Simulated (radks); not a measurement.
Spherical quantum dot in the effective-mass picture: electrons in a hard-walled sphere of radius 2, with a point charge +1 (a donor) at the centre, all in effective atomic units (hartree* = m*/eps^2 hartree, bohr* = eps/m* bohr), one dielectric constant everywhere. Method: non-relativistic Kohn-Sham, exchange-only LDA, spin-polarised, spherical densities; computed with a radial shooting solver with Libxc functionals. Levels are named by radial order and angular momentum (1s, 1p, 1d, 2s, ...), and open shells are averaged over m. Results are scaled to m* = 0.059 and eps = 6.7, for which hartree* = 35.76 meV and bohr* = 6.009 nm.

N = 22, configuration 1s2 1p6 1d10 2s2 1f(up 2, down 0). This is the lowest configuration that the search found. Occupied and some empty levels:

level    occupation  eigenvalue (meV)  <r> (nm)
1s up             1            545.01     7.250
1s down           1            546.80     7.221
1p up             3            575.83     7.955
1p down           3            577.91     7.944
1d up             5            621.67     8.364
1d down           5            623.90     8.359
2s up             1            670.34     5.281
2s down           1            671.21     5.294
1f up             2            681.58     8.669
1f down           0            683.89     8.666
1g up             0            754.51     8.912
1g down           0            756.87     8.911
2p up             0            766.23     6.255
2p down           0            767.34     6.255
2d up             0            865.18     6.839
2d down           0            866.52     6.837

Energy (meV): total 7742.73, kinetic 3062.5, external -688.61, Hartree 5929.9, exchange-correlation -561.05.

Electron density:

r (nm)  n(r) (e/nm^3)
0.626         0.01097
1.22         0.008851
1.82         0.007091
2.42         0.005675
3.02         0.004597
3.62         0.003861
4.22         0.003467
4.82         0.003406
5.42         0.003642
6.02         0.004104
6.62         0.004679
7.22         0.005205
7.81         0.005496
8.41         0.005391
9.01         0.004792
9.61         0.003748
10.2         0.002434
10.8         0.001176
11.4        0.0003074
12.0        6.704e-07
